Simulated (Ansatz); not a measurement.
Saddle point of GaH5S, closed shell (GaH₃ + H₂S → GaH₃S ([SH][GaH2]) + H₂; bonds formed: H2–H5; dative contacts that become bonds: Ga1–S6; bonds broken: Ga1–H2, H5–S6), PBE0-D4/def2-TZVP structure:

```tsv
atom	x (Å)	y (Å)	z (Å)
Ga1	-0.7959	-0.3429	-0.2923
H2	0.4262	0.2105	-1.3792
H3	-0.9958	-1.8643	-0.5308
H4	-1.7780	0.8215	0.0127
H5	1.0074	0.1482	-0.4256
S6	1.1806	-0.1345	1.1720
H7	0.9557	1.1614	1.4432
```

Energies are electronic, without zero-point energy. Barriers and step energies count from the start structure reached by relaxing down the imaginary mode; all methods use the PBE0-D4 structures, on which another method's saddle can fall below an end. Computed with Ansatz 0.2.0 (basis: def2-TZVPP, with def2-QZVPP for the basis limit); correlated methods freeze the cores. Filled d shells of the heavier atoms are correlated. The def2 sets are not built for correlating such inner shells, so the correlated values are less sure here. B3LYP uses VWN-RPA correlation. Extrapolation: Hartree–Fock as exp(−7.88 √X), correlation as X^−2.97.

```tsv
method	barrier (kcal/mol)	step energy (kcal/mol)
SPW92	8.69	-5.52
PBE-D4	?	-9.82
BLYP-D4	15.33	-10.87
r2SCAN-D4	13.80	-9.86
B97M-V	16.52	-8.07
PBE0-D4	?	-9.33
B3LYP-D4	17.60	-10.19
r2SCAN0-D4	16.26	-9.60
BHLYP-D4	21.58	-9.62
CAM-B3LYP-D4	19.65	-8.78
wB97X-V	20.09	-9.27
wB97M-V	19.48	-9.60
B2PLYP	18.62	-10.58
PBE-QIDH	17.86	-9.70
RPA on PBE	19.87	-9.09
HF	?	-10.72
MP2	18.44	-11.23
CCSD	21.71	-9.35
CCSD(T)	19.71	-9.67
```

(1) Fill in the withheld barriers. (To be estimated.)

The T1 diagnostic stays at or below 0.014.

Answers

(1) Computed: PBE-D4 12.10; PBE0-D4 15.22; HF 29.98 kcal/mol. Each is the energy of the saddle less that of the start structure, by the same method.

For comparison, the barrier by CCSD(T) at an estimated basis limit (MP2 extrapolated from triple and quadruple zeta, plus CCSD(T) − MP2 in triple zeta) is 18.35 kcal/mol.

Exchanges of this kind with a chalcogen hydride build sulfide and selenide films.

Labels in which every atom is bracketed show which atoms are joined, not bond orders.

For scale, one of the runs: CCSD(T)/def2-TZVPP, 160 basis functions, launched by `ansatz run in.yaml --threads 2 --pin off --events-out ev --progress --plain --max-ram 4352MiB`. Hardware: 2 CPU threads of an Arm Neoverse V1, shared host. Wall time 29 s; peak host memory 1.1 GiB.
